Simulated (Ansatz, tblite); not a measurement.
Cost and result up the ladder for Al₇P₈H₂₄⁺, a nanocrystal cut from zinc blende AlP (hydrogen-capped) (39 atoms). The state is a singlet with charge 1. Geometry: r2SCAN-D4/def2-SVP.

Cartesian coordinates in Å:
```
Al -4.1103 0.9149 -0.8580
Al -2.2795 -2.2901 1.5498
Al -1.3298 2.5231 2.1000
Al -0.0642 0.1119 -0.9150
Al 2.5085 1.8792 1.7261
Al 1.5606 -2.9417 1.2261
Al 3.9383 -0.6060 -1.6096
P -3.3689 2.5806 0.7010
P -4.1194 -1.1767 0.3192
P -2.0667 0.6402 -2.1539
P -0.3642 -1.9919 0.0629
P 0.4031 1.9243 0.4884
P 1.7389 -0.0712 -2.5085
P 4.1416 1.1508 0.0127
P 3.3965 -2.6050 -0.3986
H -5.3705 1.2531 -1.7468
H -2.6555 -3.8298 1.5187
H -2.0400 -1.3769 2.8195
H -1.5521 1.2639 3.0340
H -1.0778 4.0253 2.5381
H 2.4329 0.6657 2.7389
H 2.8989 3.3832 2.0398
H 1.3480 -4.5110 1.2935
H 1.9210 -1.9594 2.4141
H 5.0573 -0.7038 -2.7190
H -4.4870 2.7968 1.5518
H -3.4400 3.7929 -0.0378
H -5.2429 -1.0920 1.1864
H -4.6703 -2.0785 -0.6319
H -2.2779 -0.3233 -3.1760
H -1.8562 1.7920 -2.9582
H -0.6055 -2.8206 -1.0717
H 0.5001 3.0078 -0.4329
H 1.8204 1.1101 -3.2930
H 1.4014 -1.0041 -3.5252
H 4.5531 2.2670 -0.7657
H 5.3797 0.8940 0.6626
H 3.3621 -3.6078 -1.4055
H 4.6164 -2.9866 0.2237
```

Ansatz on 2 threads of AMD EPYC 7R13 on a shared host and a share (18 GiB) of an NVIDIA H100 80GB HBM3; xTB runs through tblite on one thread. Times are rough, summed over both states, and most runs start from the orbitals of an earlier one. PBE0-D4/def2-TZVP serves as the yardstick here, not as an exact answer. The other state is a doublet.

The xTB rows come from tblite. HSE06 is defined as in plane-wave codes, on full-range PBE exchange. Single mean-field runs in def2-TZVP are fitted with def2-universal-jkfit. HOMO above LUMO, or a gap near zero within one spin, warns that the state may not be the lowest or that an electron is smeared out.

Run but left out: PBE-D4/def2-TZVP (charge +2 doublet: an occupied level 0.03 eV above an empty one).

Raw xTB energies of ions are shifted by several eV.

```json
{"level": "GFN1-xTB", "functions": "183", "wall time": "0.51 s", "vertical IE (eV)": "15.04", "difference from PBE0-D4/def2-TZVP (eV)": "3.40", "remarks": "–"}
{"level": "GFN2-xTB", "functions": "159", "wall time": "0.52 s", "vertical IE (eV)": "14.67", "difference from PBE0-D4/def2-TZVP (eV)": "3.03", "remarks": "–"}
{"level": "HSE06-D4/def2-TZVP", "functions": "699", "wall time": "31 s", "vertical IE (eV)": "11.55", "difference from PBE0-D4/def2-TZVP (eV)": "-0.09", "remarks": "gap within one spin near zero (+2 doublet)"}
{"level": "PBE0-D4/def2-TZVP (with forces)", "functions": "699", "wall time": "50 s", "vertical IE (eV)": "11.64", "difference from PBE0-D4/def2-TZVP (eV)": "0.00", "remarks": "–"}
```
